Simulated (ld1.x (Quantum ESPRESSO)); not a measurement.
## Building the TM potential for bromine (Br) (LDA (PZ), scalar-relativistic).

* Element: Br
* Generator: ld1.x (Quantum ESPRESSO) 7.5
* Type: norm-conserving Troullier–Martins (Kleinman–Bylander form)
* Functional: LDA (PZ)
* Relativity: scalar-relativistic
* Frozen core: [Ar] 3d10
* Valence charge: 7
* Reference configuration: 4s2 4p5
* Partial waves: 4p (bound): rc 1.45 bohr; 4s (bound): rc 1.30 bohr
* Local potential: the s channel
* Core correction: Bessel-smoothed model core, default radius (core density twice the valence density)

All-electron outer shells of the reference configuration (LDA (PZ), scalar-relativistic, ld1.x):

```json
{"shell": "3p", "level (eV)": "-173.21", "outermost node (bohr)": "0.21", "outermost maximum (bohr)": "0.48"}
{"shell": "3d", "level (eV)": "-67.00", "outermost node (bohr)": "–", "outermost maximum (bohr)": "0.43"}
{"shell": "4s", "level (eV)": "-20.32", "outermost node (bohr)": "0.67", "outermost maximum (bohr)": "1.41"}
{"shell": "4p", "level (eV)": "-8.01", "outermost node (bohr)": "0.70", "outermost maximum (bohr)": "1.66"}
```

Calculated quality:

```json
{"Cutoffs needed": "50 Ry and 90 Ry (the cutoffs (Ry, on a coarse ladder) from which the occupation-weighted sum of valence levels, in a spherical-Bessel basis at the reference potential, stays within 10 and 1 mRy of its value at 400 Ry)", "Ghost test": "ghost state, extra bound levels that the all-electron valence spectrum of the same l lacks: p at -765.2 eV; a true bound ghost makes a file unfit for plane-wave use (spherical-Bessel basis up to 400 Ry, 20 bohr box)", "Largest excitation error": "-100 meV (all-electron minus pseudo) for 4s2 4p1, out of 7 test configurations"}
```

Generation and tests took about 3.4 s on one core of a shared server CPU.
